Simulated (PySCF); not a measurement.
Gas-phase reaction: 2 GaH(CH3)2 ⇌ Ga2H6 + C4H8 (cis-2-butene)

Energies from PySCF, thermal terms from the rigid-rotor harmonic-oscillator model, ideal gas at 1 bar. S°(298 K) at PBE0/def2-TZVP differs from the NASA 1993 table for C4H8 (cis-2-butene) (-6 J/mol/K); whether the harmonic model or the table's entry is off was not settled. † marks an energy on the PBE0/def2-TZVP geometry and frequencies; other levels use their own. MP2 and CCSD(T) freeze the core. 6-31G* has spherical d functions here. All species are closed-shell singlets. B3LYP is the form with VWN-RPA correlation. Ga: all electrons, no relativistic terms. Methyl groups turn as free rotors in GaH(CH3)2. GaH(CH3)2, Ga2H6: computed as isolated molecules; such fragments, hydroxides, amides, oligomers or adducts are transient or little studied in the gas. MP2 isn't extrapolated to the basis-set limit; its ΔH°(298 K) is 90.0 kJ in def2-SVP and 115.6 kJ in def2-TZVPP. CCSD(T) isn't extrapolated to the basis-set limit. The harmonic model lacks anharmonicity and excited electronic states, which grow with temperature; levels with a mode under 35 cm⁻¹ are left out. Internal rotation in C4H8 (cis-2-butene) is treated as a harmonic vibration of one conformer, which makes the entropy rough.

```csv
level,"ΔE electronic, kJ","ΔH°(298 K), kJ","ΔS°(298 K), J/K","ΔG°(1000 K), kJ"
B3LYP/def2-TZVP†,105,94,-47,138
CCSD(T)/def2-SVP†,76,66,-47,110
HF/6-31G*,113,100,-44,141
MP2/def2-TZVPP†,126,116,-47,160
PBE/def2-SVP,79,68,-48,114
PBE0/def2-QZVP†,107,97,-47,141
PBE0/def2-SVP†,90,80,-47,124
PBE0/def2-TZVP,105,95,-47,139
r2SCAN/def2-TZVP†,97,87,-47,131
ωB97X-V/def2-TZVP†,107,97,-47,141
```
ΔH° is lowest at CCSD(T)/def2-SVP† and highest at MP2/def2-TZVPP†. No reference value is set beside these.
